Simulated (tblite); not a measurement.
Species: C3H6NPSi.
Structure used (GFN2-xTB), in Å, numbered top down from 1:
```xyz
12
C3H6NPSi angstrom
C      3.2955    0.8887   -0.1126
C      2.3009    0.2475    0.1011
C      1.1282   -0.4942    0.3687
N      0.1022   -0.3845   -0.3574
Si    -1.5030   -0.9614   -0.3311
P     -2.7975    0.7971    0.2218
H      4.1641    1.4488   -0.2992
H      1.1975   -1.1532    1.2439
H     -1.7484   -1.3217   -1.7233
H     -1.8637   -2.0415    0.5989
H     -1.8920    1.3807    1.0902
H     -2.3826    1.5930   -0.8271
```

Method: GFN2-xTB as coded in tblite; computed harmonic values from a numerical Hessian at the method's own geometry, unscaled. This tight-binding method is rough: wavenumbers can miss measured ones by several per cent, in bad cases by 10 to 20. Modes of hydrogen on phosphorus and silicon can be 10 to 20 % off. One conformer, not necessarily the lowest.

Harmonic wavenumbers (cm⁻¹): 47.2, 55.4, 100.1, 117.0, 205.4, 231.9, 344.5, 451.2, 462.9, 484.5, 562.8, 628.5, 648.6, 651.8, 692.8, 722.5, 771.0, 856.2, 870.1, 1031.3, 1147.3, 1309.6, 1674.9, 2178.1, 2231.8, 2285.1, 2311.8, 2400.4, 2832.8, 3382.1.

A = 5647, B = 933.3, C = 834.0 MHz; mass 115.001 u (most abundant isotopes); point group C1, symmetry number 1.

Problem. Zero-point energy?

Solution. Half the sum of the wavenumbers: 15845 cm⁻¹ = 45.30 kcal/mol.

Problem. Entropy at 500 K, 1 bar (ideal gas, RRHO, classical rotation)?

Solution. Translation 42.73, rotation 30.22, vibration 42.11: S = 115.1 cal/(mol K).

Problem. And Cp and H(500 K) − H(0)?

Solution. Cp = 43.00 cal/(mol K), of which vibrations give 35.05 (their classical limit is 30 R = 59.6); H(500 K) − H(0) = 14.15 kcal/mol without the zero-point energy, 10.18 from vibrations.

Problem. Which modes carry the vibrational entropy at 500 K?

Solution. 47.2 cm⁻¹: 5.96; 55.4 cm⁻¹: 5.64; 100.1 cm⁻¹: 4.47; 117.0 cm⁻¹: 4.16; 205.4 cm⁻¹: 3.06; 231.9 cm⁻¹: 2.83 cal/(mol K); the other 24 give 16.00 together.

Problem. How do the functions run with temperature in this model?

Solution. 
| T (K) | S (cal/(mol K)) | Cp (cal/(mol K)) | H − H(0) (kcal/mol) | G − H(0) (kcal/mol) | ln q(vib) |
| --- | --- | --- | --- | --- | --- |
| 50 | 58.3 | 13.5 | 0.52 | -2.40 | 0.62 |
| 100 | 68.9 | 17.6 | 1.30 | -5.60 | 1.88 |
| 298.15 | 95.4 | 33.1 | 6.37 | -22.06 | 6.59 |
| 373.15 | 103.3 | 37.5 | 9.03 | -29.51 | 8.26 |
| 750 | 134.0 | 50.4 | 25.89 | -74.61 | 15.73 |
| 1000 | 149.2 | 55.2 | 39.12 | -110.07 | 19.91 |

q(vib) and H(0) count from the zero-point level.

Problem. Blend soft modes into free rotors: weight 1/[1 + (100 cm⁻¹/ν̃)⁴] for the oscillator and the rest for a rotor with moment μB/(μ + B), μ = h/(8π²ν), B = 10⁻⁴⁴ kg m². What vibrational entropy results?

Solution. 37.91 cal/(mol K) in place of 42.11, which changes −T·S at 500 K by +2.10 kcal/mol.

Problem. What must be added to the electronic energy to get the Gibbs energy at 500 K and 1 bar?

Solution. ZPE + [H(500 K) − H(0)] − T·S = 45.30 + 14.15 − 57.53 = 1.92 kcal/mol.

Hindered rotation and anharmonicity are outside this model. Other conformers, if any are populated, would add a mixing term that is left out. The structure is chiral; the term R ln 2 for an equal mix with its mirror image is left out.
